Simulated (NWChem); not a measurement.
CH$_{5}$FOSi; SMILES CO[SiH2]F

```xyz
9

Si    -0.5115     0.6497    -0.0400
F      0.8036     1.5838    -0.0022
O     -0.2072    -0.8482     0.5619
C      0.5317    -1.8488    -0.1300
H     -0.9270     0.5521    -1.4638
H     -1.5381     1.2490     0.8361
H      1.6077    -1.7187     0.0357
H      0.2308    -2.8250     0.2603
H      0.3334    -1.8262    -1.2106
```
Atoms are numbered in this order, from 1.

Results from NWChem. Pople sets run with spherical d functions. The geometry was optimised at B3LYP/6-31G* (spherical d). GIAO values for the isolated, static molecule; σ is the absolute isotropic shielding, δ = σ(reference) − σ with the isolated reference molecule computed at the same levels (13C: tetramethylsilane, 19F: trichlorofluoromethane, 1H: tetramethylsilane, 17O: water, 29Si: tetramethylsilane).

```csv
level,δ Si1 (ppm),δ F2 (ppm),δ O3 (ppm),δ C4 (ppm),δ H5 (ppm),δ H6 (ppm),δ H7 (rotor mean) (ppm)
B3LYP/6-31G*,-5.6,-153.3,36.7,52.2,5.19,5.04,3.72
PBE/pcSseg-1,[?],[?],[?],[?],[?],[?],[?]
BHandHLYP/pcSseg-1,-27.5,-158.6,34.0,54.7,4.54,4.46,3.73
```

Some entries are withheld; supply them.


- PBE/pcSseg-1, δ Si1 (ppm): -20.2
- PBE/pcSseg-1, δ F2 (ppm): -189.0
- PBE/pcSseg-1, δ O3 (ppm): 62.3
- PBE/pcSseg-1, δ C4 (ppm): 58.3
- PBE/pcSseg-1, δ H5 (ppm): 5.14
- PBE/pcSseg-1, δ H6 (ppm): 4.95
- PBE/pcSseg-1, δ H7 (rotor mean) (ppm): 3.90
